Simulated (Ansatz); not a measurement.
## Match the barriers

Saddle point of GaSiNH6, closed shell (GaSiNH₆ ([NH2][GaH][SiH3]) → GaSiNH₆ ([SiH3][NH][GaH2]); bonds formed: Ga1–H4, Si2–N3; bonds broken: Ga1–Si2, N3–H4), PBE0-D4/def2-TZVP structure:

```
9
angstrom
Ga -1.3577 -0.2505 -0.6372
Si 1.0778 0.7774 0.3585
N -0.7643 -1.7550 0.0293
H 0.2828 -0.7611 0.3098
H -2.1146 0.9174 -1.3087
H 2.3499 0.6759 -0.4070
H 0.3847 2.0096 -0.1551
H 1.3751 1.0454 1.7917
H -1.2336 -2.6592 0.0186
```

Ansatz 0.2.0; basis: def2-TZVPP, with def2-QZVPP for the basis limit; cores frozen in the correlated methods. Filled d shells of the heavier atoms are correlated. The def2 sets are not built for correlating such inner shells, so the correlated values are less sure here. Extrapolation: Hartree–Fock as exp(−7.88 √X), correlation as X^−2.97. Four methods, as single points on the PBE0-D4 structures, gave these electronic barriers from the start structure: 303.1, 327.1, 375.4, 429.0 kJ/mol.

Problem. The methods were, in alphabetical order, BHLYP-D4, HF, PBE-D4, r2SCAN-D4. Which gave which? (Judge from chemistry; the calculation decides.)

Solution. The calculation gives: PBE-D4 303.1; r2SCAN-D4 327.1; BHLYP-D4 375.4; HF 429.0 kJ/mol. For comparison, CCSD(T) at an estimated basis limit (MP2 extrapolated from triple and quadruple zeta, plus CCSD(T) − MP2 in triple zeta) gives 343.6 kJ/mol.

No T1 diagnostic of these runs exceeds 0.022.

Labels in which every atom is bracketed show which atoms are joined, not bond orders.

For scale, one of the runs: CCSD(T)/def2-TZVPP, 205 basis functions, launched by `ansatz run in.yaml --threads 4 --pin off --events-out ev --progress --plain --max-ram 9574MiB`. The run took 78 s on 4 CPU threads of an Intel Xeon (shared host), with 2.5 GiB of host memory at its peak.
